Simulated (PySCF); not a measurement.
AsFH4O2Si, SMILES [AsH2][Si](F)(O)O.

The structure is a stationary point at B3LYP-D3(BJ)/def2-SVP. The structure was generated by enumeration, and PubChem lists no compound with its InChIKey, so it may never have been made. The values are those of a single conformer.

Level of theory: TDA-PBE/def2-SVPD run with PySCF.

Vertical excitations. 

Computed UV-visible absorptions:
| state | energy (eV) | λ (nm) | f | main pairs |
|---|---|---|---|---|
| S1 | 5.84 | 212 | 0.087 | HOMO→LUMO 97 % |
| S2 | 6.40 | 194 | 0.016 | HOMO→LUMO+1 60 %, HOMO→LUMO+2 33 % |
| S3 | 6.68 | 186 | 0.052 | HOMO→LUMO+2 47 %, HOMO→LUMO+1 22 %, HOMO→LUMO+4 9 %, HOMO→LUMO+3 9 % |
| S4 | 6.89 | 180 | 0.107 | HOMO−1→LUMO 85 % |
| S5 | 7.02 | 177 | 0.038 | HOMO→LUMO+3 64 %, HOMO→LUMO+4 19 % |
| S6 | 7.20 | 172 | 0.003 | HOMO−2→LUMO 94 % |
| S7 | 7.32 | 169 | 0.087 | HOMO−1→LUMO+2 37 %, HOMO→LUMO+4 34 % |
| S8 | 7.33 | 169 | 0.038 | HOMO−1→LUMO+1 30 %, HOMO→LUMO+4 21 %, HOMO−1→LUMO+2 20 %, HOMO→LUMO+3 11 % |
| S9 | 7.40 | 167 | 0.021 | HOMO−1→LUMO+1 33 %, HOMO−1→LUMO+2 24 %, HOMO→LUMO+5 14 %, HOMO→LUMO+4 9 % |
| S10 | 7.57 | 164 | 0.002 | HOMO−2→LUMO+1 59 %, HOMO−2→LUMO+2 23 %, HOMO→LUMO+5 12 % |
| T1 | 5.53 | 224 | 0 | HOMO→LUMO 39 %, HOMO→LUMO+2 32 %, HOMO→LUMO+1 25 % |
| T2 | 5.61 | 221 | 0 | HOMO→LUMO+1 60 %, HOMO→LUMO 36 % |
| T3 | 5.73 | 216 | 0 | HOMO→LUMO+2 63 %, HOMO→LUMO 24 %, HOMO→LUMO+1 10 % |
| T4 | 6.54 | 190 | 0 | HOMO−1→LUMO 60 %, HOMO−1→LUMO+1 18 %, HOMO→LUMO+3 13 % |
Triplets are in the Tamm–Dancoff approximation.
